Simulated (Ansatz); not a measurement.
Relaxed structures of H₂SeSO, singlet (PBE0-D4/def2-TZVP; forces vanish, vibrations not checked; lower isomers may exist, and structures with a doubtful reference or unclear bonds are left out; Å). Computed with Ansatz 0.2.0 (basis: def2-TZVPP); correlated methods freeze the cores. Filled d shells of the heavier atoms are correlated. The def2 sets are not built for correlating such inner shells, so the correlated values are less sure here.

Q: Rank them by CCSD(T) energy, lowest first, and give each one's height above the lowest. Links in brackets join atoms within 1.22 times the sum of their covalent radii (1.1 for two metals). (Judge from chemistry; the value comes from the calculation.)
A.
H₂SeSO ([OH][S][SeH])
```
5
angstrom
O -1.1853 -1.0014 0.1248
S -0.5715 0.3335 0.8785
Se 1.5634 0.3122 0.5114
H -1.3775 -0.7675 -0.7908
H 1.5709 1.1233 -0.7240
```
B.
H₂SeSO ([OH][SH][Se])
```
5
angstrom
O -1.4287 -0.8728 0.1535
S -0.5227 -0.0501 1.2439
Se 1.3160 0.4797 0.3905
H -1.1277 -0.6083 -0.7308
H -1.2246 1.1143 1.1842
```
C.
H₂SeSO ([O][SH][SeH])
```
5
angstrom
O -1.2552 -0.8819 0.2845
S -0.7791 0.4830 0.5253
Se 1.4823 0.6280 0.7072
H -0.7954 0.6950 1.8884
H 1.6161 0.9147 -0.7278
```

A: By the calculation: A (0.0 kJ/mol), B (59.4 kJ/mol), C (70.0 kJ/mol). Heights count from the lowest.

T1 diagnostic: at most 0.017.

For scale, one of the runs: CCSD(T)/def2-TZVPP, 149 basis functions, launched by `ansatz run in.yaml --threads 2 --pin off --events-out ev --progress --plain --max-ram 4352MiB`. Hardware: 2 CPU threads of an AMD EPYC 7B13, shared host. Wall time 24 s; peak host memory 0.97 GiB.
